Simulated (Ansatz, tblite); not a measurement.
Isomers of Li$_{7}$Al (singlet), found by a short tight-binding search and relaxed with PBE0-D4/def2-TZVP in Ansatz.

The xTB rows come from tblite. Correlated methods freeze 5 core orbitals; core or outer-core shells of Li are correlated, in sets that lack core-valence functions.

Run but left out: HF/def2-TZVPP (A: restricted singlet, unstable towards broken spin symmetry).

A: The restricted singlet is unstable towards broken spin symmetry in Hartree–Fock (as tested in another run); at LDA (SPW92)/def2-TZVP, PBE-D4/def2-TZVP, r2SCAN-D4/def2-TZVP, PBE0-D4/def2-TZVP and others this wasn't settled. At CCSD(T)/def2-TZVPP the restricted singlet (for correlated methods, its reference) is unstable: a solution with broken spin symmetry lies lower. B: The restricted singlet is unstable towards broken spin symmetry in Hartree–Fock (as tested in another run); at LDA (SPW92)/def2-TZVP, PBE-D4/def2-TZVP, r2SCAN-D4/def2-TZVP, PBE0-D4/def2-TZVP and others this wasn't settled. At CCSD(T)/def2-TZVPP the restricted singlet (for correlated methods, its reference) is unstable: a solution with broken spin symmetry lies lower.

Other spin states weren't relaxed.

A:

```xyz
8

Al   -0.2391    0.8337    0.8481
Li    0.9777   -1.6607    0.7775
Li   -1.4910   -1.4414   -0.1361
Li    0.3169    3.2946   -0.0666
Li   -2.0971    1.6310   -0.8381
Li    0.6474    0.3957   -1.6481
Li   -0.4772   -4.2891    0.2444
Li    2.3623    1.2362    0.8189
```

B:

```xyz
8

Al   -0.299   -0.971    0.333
Li    0.585    1.306   -0.856
Li   -0.310   -3.553   -0.126
Li   -0.183    3.713    1.114
Li    2.047   -1.371   -0.647
Li   -0.782   -1.086   -2.193
Li    0.810    0.828    1.893
Li   -1.866    1.135    0.482
```

Estimate which lies lowest at each level, and how far above it the others are (kJ/mol).


```
                level     A    B
             GFN1-xTB   0.0  0.9
LDA (SPW92)/def2-TZVP  28.2  0.0
     PBE-D4/def2-TZVP  24.2  0.0
  r2SCAN-D4/def2-TZVP  27.1  0.0
    PBE0-D4/def2-TZVP  24.7  0.0
    ωB97M-V/def2-TZVP  24.6  0.0
       MP2/def2-TZVPP  26.1  0.0
      CCSD/def2-TZVPP  19.5  0.0
   CCSD(T)/def2-TZVPP  21.6  0.0
```
Point groups (tolerance 0.1 Å): A Cs, B not assigned. Lower isomers may exist.
